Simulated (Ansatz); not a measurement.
Geometry optimisation of Ga3Sb2⁺.

```yaml
crystal:
  periodic: [false, false, false]
  atoms:
    - {symbol: Ga, position_ang: [-1.372220, -0.843370, 0.294660]}
    - {symbol: Ga, position_ang: [0.085470, 1.515840, 0.630050]}
    - {symbol: Ga, position_ang: [1.722940, -0.889780, -1.234480]}
    - {symbol: Sb, position_ang: [0.733970, -0.766030, 2.126660]}
    - {symbol: Sb, position_ang: [-1.170170, 0.983340, -1.816890]}
basis:
  gaussian: {orbitals: def2-SVP}
total_charge: 1
hamiltonian: {xc: r2scan, dispersion: d4}
scf: {lower_state_search: "off"}
output: {orbitals: {seedname: orbitals}}
relax: {f_tol: 0.02, max_steps: 100}
```

```sh
$ ansatz run in.yaml --threads 4 --pin off --events-out ev --progress --plain --max-ram 4787MiB
```

Output, abridged:

```
Functional definition: r2SCAN
mean field -170188.39023036 eV, -6254.3079831316 hartree, gradient 5.7e-6 eV, S^2 0.000000; 0 other end points of the search recorded, 0 dependent functions left out
relax step   1: F+E_penalty+E_count = -170188.46290082 eV  Δ(F+E_penalty+E_count) = +0.000e0 eV  max|allowed force component| = 1.304e0 eV/Å  Δτ_max = 0.0000 Å  (20 SCF iters, accepted)
mean field -170188.79434009 eV, -6254.3228338904 hartree, gradient 2.5e-6 eV, S^2 0.000000; 0 other end points of the search recorded, 0 dependent functions left out
relax step   2: F+E_penalty+E_count = -170188.86614782 eV  Δ(F+E_penalty+E_count) = -4.032e-1 eV  max|allowed force component| = 5.389e-1 eV/Å  Δτ_max = 0.1634 Å  (29 SCF iters, accepted)
mean field -170188.87019651 eV, -6254.3256215622 hartree, gradient 1.5e-6 eV, S^2 0.000000; 0 other end points of the search recorded, 0 dependent functions left out
relax step   3: F+E_penalty+E_count = -170188.94138488 eV  Δ(F+E_penalty+E_count) = -7.524e-2 eV  max|allowed force component| = 3.011e-1 eV/Å  Δτ_max = 0.1169 Å  (22 SCF iters, accepted)
mean field -170188.89369435 eV, -6254.3264850920 hartree, gradient 1.6e-6 eV, S^2 0.000000; 0 other end points of the search recorded, 0 dependent functions left out
relax step   4: F+E_penalty+E_count = -170188.96179284 eV  Δ(F+E_penalty+E_count) = -2.041e-2 eV  max|allowed force component| = 1.169e-1 eV/Å  Δτ_max = 0.0663 Å  (22 SCF iters, accepted)
mean field -170188.91172367 eV, -6254.3271476573 hartree, gradient 2.5e-6 eV, S^2 0.000000; 0 other end points of the search recorded, 0 dependent functions left out
relax step   5: F+E_penalty+E_count = -170188.97710834 eV  Δ(F+E_penalty+E_count) = -1.532e-2 eV  max|allowed force component| = 9.125e-2 eV/Å  Δτ_max = 0.0559 Å  (22 SCF iters, accepted)
mean field -170188.95018868 eV, -6254.3285612204 hartree, gradient 1.7e-6 eV, S^2 0.000000; 0 other end points of the search recorded, 0 dependent functions left out
relax step   6: F+E_penalty+E_count = -170189.01370322 eV  Δ(F+E_penalty+E_count) = -3.659e-2 eV  max|allowed force component| = 1.256e-1 eV/Å  Δτ_max = 0.1969 Å  (27 SCF iters, accepted)
mean field -170188.95942128 eV, -6254.3289005121 hartree, gradient 2.0e-6 eV, S^2 0.000000; 0 other end points of the search recorded, 0 dependent functions left out
relax step   7: F+E_penalty+E_count = -170189.02291786 eV  Δ(F+E_penalty+E_count) = -9.215e-3 eV  max|allowed force component| = 8.865e-2 eV/Å  Δτ_max = 0.0372 Å  (22 SCF iters, accepted)
mean field -170188.96486641 eV, -6254.3291006169 hartree, gradient 7.0e-7 eV, S^2 0.000000; 0 other end points of the search recorded, 0 dependent functions left out
relax step   8: F+E_penalty+E_count = -170189.02835369 eV  Δ(F+E_penalty+E_count) = -5.436e-3 eV  max|allowed force component| = 7.669e-2 eV/Å  Δτ_max = 0.0499 Å  (23 SCF iters, accepted)
mean field -170188.96679403 eV, -6254.3291714558 hartree, gradient 3.0e-6 eV, S^2 0.000000; 0 other end points of the search recorded, 0 dependent functions left out
relax step   9: F+E_penalty+E_count = -170189.03028760 eV  Δ(F+E_penalty+E_count) = -1.934e-3 eV  max|allowed force component| = 1.553e-2 eV/Å  Δτ_max = 0.0332 Å  (22 SCF iters, accepted)
Total energy: -170189.03029748 eV, -6254.3315051645 hartree
Atom 0 at    -1.368680    -0.784960     0.315068 Å, force     0.001467    -0.006664    -0.005646 eV/Å
Atom 1 at     0.034312     1.474709     0.637845 Å, force     0.008071     0.002883    -0.002597 eV/Å
Atom 2 at     1.324183    -0.684202    -0.945810 Å, force    -0.000370    -0.000330     0.004750 eV/Å
Atom 3 at     0.881916    -0.806403     1.807753 Å, force    -0.009059     0.007426    -0.012035 eV/Å
Atom 4 at    -0.871740     0.800856    -1.814856 Å, force    -0.000108    -0.003315     0.015527 eV/Å
Dipole moment:     0.006676    -0.003821    -0.004878 e Å
Checks for a lower state left out: stability, starts, cluster_reference, orbital_swaps, neighbouring_geometries, increment
```

It took 42 s on 4 threads of Arm Neoverse V1 on a shared host.

In the def2 sets Sb takes a core potential; there is no spin–orbit coupling. The restricted singlet is unstable towards broken spin symmetry in Hartree–Fock (as tested in another run); at r2SCAN-D4/def2-SVP this wasn't settled. Another isomer (singlet) lies 0.53 eV lower at PBE0-D4/def2-TZVP; other spin states weren't run for this one.
